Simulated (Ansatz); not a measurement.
Program: Ansatz. Geometries: PBE0-D4/def2-TZVP. ΔE: electronic, gas phase. CBS: MP2 limit from def2 TZ/QZ plus the TZ coupled-cluster correction, frozen cores. DFT in def2-TZVPP. B3LYP here is the variant with VWN-RPA as its local correlation; programs differ in this. Each species was taken in one conformer, which may not be the lowest.

Consider the formal exchange of groups at the Si–C bond: `F[SiH2]C[SiH2]Cl` + `BC[SiH3]` → `BC([SiH3])[SiH2]F` + `C[SiH2]Cl`.

| level | ΔE (kcal/mol) |
| --- | --- |
| r2SCAN | -3.3 |
| B3LYP | -2.0 |

(1) What does CCSD(T)/CBS give? (Estimate.)

Largest T1 diagnostic among the species: 0.012.

Results:

(1) Ansatz gave: -3.5 kcal/mol. The listed levels differ from it by 0.2, 1.5 kcal/mol.

The D4 term adds −1.0 kcal/mol with B3LYP and −0.5 kcal/mol with PBE0; it sums over pairs of atoms, weighted by their polarisabilities, and B3LYP, whose exchange is more repulsive, gets the larger term. Leaving LDA and LC-ωPBE aside and taking each functional with its dispersion term where it has one, the values, not all of them listed here, spread over 1.0 kcal/mol, from revPBE-D4 to B2PLYP. LDA lies −1.1 kcal/mol from PBE without D4. In def2-TZVPP, CCSD(T) changes the Hartree–Fock value by −1.8 kcal/mol (the triples alone add −0.3 kcal/mol) and MP2 by −2.0 kcal/mol.
